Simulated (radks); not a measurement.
Species: Nb16+. Configuration: [Ar] 3d7 (the NIST ground configuration).

Calculated with a radial shooting solver on a logarithmic mesh with Libxc functionals: Dirac Kohn-Sham, PBEsol, spin-unpolarised, spherical densities, finite nucleus; open shells are shared between the two j in proportion to 2j + 1; Fermi nuclear charge, rms radius 4.324 fm.

Energy parts (eV):
part                       energy
total                 -100736.372
kinetic                104378.014
electron-nucleus      -231854.521
Hartree                 29514.015
exchange-correlation    -2773.879

Orbitals (lengths in bohr, moments of r in powers of bohr):
\begin{tabular}{lrrr}
orbital & occ. & eigenvalue (eV) & <r^4> \\ \hline
1s1/2 & 2 & -19252.39 & 7.999e-06 \\
2s1/2 & 2 & -3086.163 & 0.001475 \\
2p1/2 & 2 & -2872.344 & 0.0009820 \\
2p3/2 & 4 & -2776.295 & 0.001092 \\
3s1/2 & 2 & -851.6116 & 0.06537 \\
3p1/2 & 2 & -771.5179 & 0.06482 \\
3p3/2 & 4 & -754.2181 & 0.07011 \\
3d3/2 & 2.8 & -616.0881 & 0.06108 \\
3d5/2 & 4.2 & -612.6484 & 0.06253 \\
\end{tabular}

The highest occupied level is 3d5/2 at -612.65 eV. The electron density at the nucleus is 8.229e+04 e/bohr^3. Summed over all electrons, <r^2> = 3.162 bohr^2, which gives a Langevin (diamagnetic) susceptibility term of -2.5 x 10^-6 cm^3/mol.
